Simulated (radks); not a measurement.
Values are calculated unless marked as measured or tabulated.
The fluorine ion F+ inside a hard spherical wall (all orbitals vanish at R), configuration held at [He] 2s2 2p4 and not refilled when levels cross. Level of theory: non-relativistic Kohn-Sham, LDA (Slater exchange, VWN5 correlation), spin-unpolarised, spherical densities, point nucleus (a radial shooting solver on a logarithmic mesh with Libxc functionals). Eigenvalues in eV, with the zero of energy where the potential of the charges vanishes at infinity; a dash marks a level that is unbound or too diffuse for the functional's potential to be trusted. A positive occupied level is held by the wall or, in an anion where self-interaction has pushed it up, behind a barrier. The pressure on the wall is -dE/dV.

R (bohr),E (hartree),kinetic (hartree),e(1s),e(2s),e(2p),"e(3s, empty)","e(3p, empty)",pressure (GPa)
free,-98.38029,97.991,-678.95,-46.997,-28.475,-6.310,-3.803,0
20,-98.38029,97.991,-678.95,-46.997,-28.475,-6.310,-3.803,< 0.0001
15,-98.38029,97.991,-678.95,-46.997,-28.475,-6.310,-3.800,< 0.0001
7,-98.38029,97.991,-678.95,-46.997,-28.475,-5.940,-2.823,0.000197
6,-98.38027,97.991,-678.95,-46.995,-28.473,-5.349,-1.807,0.00399
2.5,-98.12594,99.447,-671.96,-42.481,-23.278,38.142,43.422,258
1.5,-94.16327,112.607,-629.92,-5.430,14.099,222.04,200.08,13100
